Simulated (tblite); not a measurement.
Compound: C5H12N2Si.
Atom-mapped SMILES: `[CH2:1]=[N:2][CH2:3][C@H:4]([CH3:5])[SiH2:6][N:7]=[CH2:8]` (hydrogens: H9, H10 on C1; H11, H12 on C3; H13 on C4; H14, H15, H16 on C5; H17, H18 on Si6; H19, H20 on C8)

Structure optimised with GFN2-xTB, isolated species.

Some entries are withheld. Bonds in one row agree within 0.01 Å.

| coordinate | value |
| --- | --- |
| C1=N2 | 1.250 Å |
| N2–C3 | 1.427 Å |
| C3–C4 | 1.529 Å |
| C4–C5 | ? |
| C4–Si6 | ? |
| Si6–N7 | ? |
| N7=C8 | 1.247 Å |
| C1–H9 | 1.097 Å |
| C1–H10 | 1.081 Å |
| C3–H11 | 1.104 Å |
| C3–H12 | 1.094 Å |
| C4–H13 | 1.094 Å |
| C5–H14, C5–H15, C5–H16 | 1.088 Å |
| Si6–H17 | 1.466 Å |
| Si6–H18 | 1.465 Å |
| C8–H19 | 1.092 Å |
| C8–H20 | 1.089 Å |
| C1–N2–C3 | 121.1° |
| N2–C3–C4 | 107.8° |
| C3–C4–C5 | 110.7° |
| C3–C4–Si6 | ? |
| C5–C4–Si6 | ? |
| C4–Si6–N7 | ? |
| Si6–N7–C8 | 134.0° |

**Question.** Estimate the withheld lengths and angles.

**Answer.** 
- C4–C5 = 1.521 Å, drawn single (sp3 carbon bound to silicon to methyl carbon); equal to the sum of covalent radii, 1.52 Å.
- C4–Si6 = 1.912 Å, drawn single (sp3 carbon bound to silicon to SiH2 silicon); 0.04 Å above the sum of covalent radii, 1.87 Å.
- Si6–N7 = 1.721 Å, drawn single (SiH2 silicon to C=N nitrogen); 0.10 Å below the sum of covalent radii, 1.82 Å.
- C3–C4–Si6 = 108.7°, at the sp3 carbon bound to silicon; the outer atoms are 2.805 Å apart.
- C5–C4–Si6 = 112.9°, at the sp3 carbon bound to silicon; the outer atoms are 2.869 Å apart.
- C4–Si6–N7 = 104.1°, at the SiH2 silicon; the outer atoms are 2.867 Å apart.

Radii are Cordero's, carbon taken as 0.76, 0.73 or 0.69 Å for four, three, and two or fewer neighbours.

Its GFN2-xTB frequencies are all real (lowest 42 cm⁻¹). The numbers are those of one conformer (C1–N2–C3–C4 118°, N2–C3–C4–C5 166°, C3–C4–Si6–N7 55°, C4–Si6–N7–C8 -114°).

The numbers are calculated, not measured.
